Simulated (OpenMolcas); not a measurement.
W²⁺: from RASSCF to RASPT2

```
Program             : OpenMolcas 26.06
Basis               : ANO-R2 [8s6p5d3f2g]
Scalar Hamiltonian  : X2C, finite nucleus
Active space        : 10 electrons in 8 orbitals (RAS1 5p, at most 2 holes; RAS2 5d)
State averaging     : 2S+1 = 5 even, 5 roots; 2S+1 = 3 even, 45 roots; 2S+1 = 1 even, 50 roots
Spin-orbit coupling : state interaction with AMFI integrals over the reference wave functions, term energies averaged over their components
```

Methods on the same reference wave functions:
A. RASSCF
B. SS-RASPT2, IPEA 0.25 Eh, imaginary shift 0.1 Eh (closed shells correlated: 5s)
C. MS-RASPT2, IPEA 0.25 Eh, imaginary shift 0.1 Eh (closed shells correlated: 5s)

Energies in cm-1 above 5d4 5D0, the measured ground level; measured values from NIST levels as listed in McCann et al., Mon. Not. R. Astron. Soc. 538, 537 (2025).

```csv
Level,A,B,C,Measured
5d4 5D0 [68 %],0.0,0.0,0.0,0.0
5d4 5D1,1912,2470,2430,2256
5d4 5D2,4046,4870,4800,4461
5d4 5D3,6058,6880,6780,6278
5d4 5D4,7865,8440,8350,7687
5d4 3P0(1) [59 %],14241,12340,12210,9904
5d4 3H4 [59 %],17049,15140,15050,13701
5d4 3P1(1),19128,16460,16210,
5d4 3G3 [53 %],19894,17750,17700,
5d4 3F2(1) [71 %],20320,17630,17560,
5d4 3H5,20418,18400,18300,
5d4 3H6,22162,19930,19830,
5d4 3P2(1) [71 %],24189,21140,20740,
5d4 3F3(1) [56 %],25816,23510,23300,
5d4 3D3 [68 %],28051,25100,25020,
5d4 3G5,28286,26120,26010,
5d4 3D1,30536,27740,27700,
5d4 1I6,31059,27830,27730,
5d4 1G4(1) [54 %],33985,31650,31410,
5d4 1S0(1),34015,32030,31650,
5d4 1F3 [71 %],38783,33340,33250,
5d4 3P2(2),42238,36970,37170,
5d4 3F4(2) [72 %],43714,39100,39190,
5d4 3F2(2),45281,40520,40340,
```

Deviations, from unrounded energies. A percentage is the sum of absolute deviations over the sum of measured energies, with the sign that they share, or ± where signs differ.

```csv
Against measurement,Levels,A,B,C
mean absolute deviation (cm-1),6,1500,980,890
fine structure of the ground term (%),4,±5.6,+9.6,+8.2
other terms of the ground configuration (%),2,+32.6,+16.4,+15.5
```

C lies closest to measurement on these levels and A furthest from it. The largest miss of C in the table is 5d4 3P0(1) [59 %], by +2300 cm-1. The ranking rests on the paired levels alone, and a cruder setting can come out closer through cancelling errors.

Between B and C the level of the table that moves most is 5d4 3P2(1) [71 %], by 400 cm-1 (lowest in C, highest in B). Moves below CASPT2's spread within the term are not significant.

The mean deviations of B to C differ by less than CASPT2's widest spread within a term (1200 cm-1), so their order carries little weight.

From A to B the spin-free energies of the other terms of 5d4 shown, above 5D, scale by factors of 0.72 to 0.89, as is usual when dynamic correlation screens the repulsion within a d or f shell.

The lowest spin-free term lies below A's lowest term by 0.235 hartree in B, 0.235 hartree in C.

Term energies are means over components that CASPT2 splits; among the terms shown or strongly mixed into the levels shown the widest spread is 1200 cm-1 (5d4 1I, C). Over all roots computed the reference weight is 0.90 to 0.96 in B, 0.90 to 0.96 in C; the roots of lowest weight are the least certain, and an intruder state may touch them. Active for correlation alone: 5p; no level in the range computed is led by a configuration that opens it, so any true level of that kind is missing. The CASPT2 spread within a term exceeds the gap to the next term for 5d4 1D(1) and 5d4 1G(1), so the order of their levels is uncertain (figures for B; the like holds for C). Without dynamic correlation excited terms often stand tens of per cent too high (terms of higher spin than the ground term too low), and those without a measured partner can miss by more than the paired ones (holds for A). Some levels mix across a computed gap that differs much from the measured one, so their mixing is not that of the real levels (holds for B). Some terms miss by over 15 % even with CASPT2, which points to a basis or an active space too small for the shells correlated (holds for B; C). Measured partners are found by configuration, term and J. A level has none where our copy of the source lacks it or the pairing is in doubt (some pairs that miss far off the trend of their configuration count as doubtful), and it then counts in no deviation. Levels of configurations outside the active space are missing. Levels that lie high or do not pair safely by name in every column are left out.

A share in square brackets marks a mixed level and gives the weight of the term that names it, the lowest over the columns. A number in round brackets counts repeated terms of one configuration in the order of the reference energies.
